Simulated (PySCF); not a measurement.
Compound: C4H10Ge.
Numbering: `[CH3:1][GeH:2]1[CH2:3][CH2:4][CH2:5]1` (hydrogens: H6, H7, H8 on C1; H9 on Ge2; H10, H11 on C3; H12, H13 on C4; H14, H15 on C5)

Level: B3LYP/def2-SVPD in PySCF, non-relativistic, on one gas-phase PBE0-D3(BJ)/def2-SVP geometry that isn't relaxed in the solvent. The solvent is an IEF-PCM continuum (Bondi radii, 1.10 Å for H, scaled by 1.2), and excitations are vertical TDDFT with non-equilibrium linear response and a frozen core. The model holds no explicit solvent molecules, cavitation or dispersion. Spin–orbit coupling is left out although an atom past zinc is present.

Gas-phase singlets (H = HOMO, L = LUMO):

| state | E (eV) | λ (nm) | f | leading configurations |
| --- | --- | --- | --- | --- |
| S1 | 6.745 | 184 | 0.013 | H→L+1 82%, H-1→L 17% |
| S2 | 6.840 | 181 | 0.015 | H→L 93% |
| S3 | 6.862 | 181 | 0.001 | H-1→L 81%, H→L+1 16% |
| S4 | 7.049 | 176 | 0.094 | H-1→L+1 88% |
| S5 | 7.261 | 171 | 0.027 | H-1→L+2 94% |

How does the list change in dichloromethane (ε = 8.93)?

```tsv
state	E (eV)	λ (nm)	f	leading configurations	change by rank (eV)
S1	6.724	184	0.016	H→L+1 90%, H-1→L 9%	-0.021
S2	6.861	181	0.025	H→L 83%, H-1→L+1 14%	+0.021
S3	6.896	180	0.003	H-1→L 88%	+0.034
S4	7.002	177	0.153	H-1→L+1 81%, H→L 14%	-0.047
S5	7.267	171	0.055	H-1→L+2 87%	+0.006
```

How do the frontier levels move from gas to dichloromethane?

| orbital | gas (eV) | solvent (eV) | change (eV) |
| --- | --- | --- | --- |
| LUMO+2 | 0.81 | 0.93 | +0.12 |
| LUMO+1 | 0.44 | 0.53 | +0.09 |
| LUMO | 0.35 | 0.50 | +0.15 |
| HOMO | -7.35 | -7.25 | +0.10 |
| HOMO-1 | -7.36 | -7.26 | +0.10 |
| HOMO-2 | -8.34 | -8.23 | +0.11 |
| HOMO-3 | -9.26 | -9.13 | +0.13 |

The HOMO–LUMO gap goes from 7.71 to 7.75 eV.

On Arm Neoverse V2, one thread, shared host with 48 logical CPUs at a one-minute load of 29, this took 24 s of wall time and 0.98 GiB of memory at its peak. This is the whole response run at B3LYP/def2-SVPD in dichloromethane, SCF included.
